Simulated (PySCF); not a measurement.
# B⁺ (boron, charge +1): TPSS calculation

Configuration: [He] 2s2, closed-shell 1S. Calculation: PySCF 2.14, in jorge-DZP-DKH (4s2p1d, 15 functions); the spin-free X2C one-electron Hamiltonian (Gaussian nucleus).

```
Total energy                        : -24.3510 hartree
One-electron energy                 : -30.3907 hartree
Hartree (Coulomb) energy            : 9.6480 hartree
Exchange-correlation energy         : -3.6082 hartree
⟨S²⟩                                : 0.0000
⟨L²⟩                                : 0.000
Sum of ⟨r⟩                          : 4.224 bohr
Sum of ⟨r²⟩                         : 7.888 bohr²
Langevin diamagnetic susceptibility : -6.25 ×10⁻⁶ cm³/mol
Time after the integrals            : 0.14 s of wall time on 1 thread of Neoverse-V1 (shared host)
```

| shell | electrons | mean orbital energy (eV) | rms radius, mean of both spins (bohr) |
| --- | --- | --- | --- |
| 1s | 2 | -195.51 | 0.381 |
| 2s | 2 | -19.710 | 1.95 |
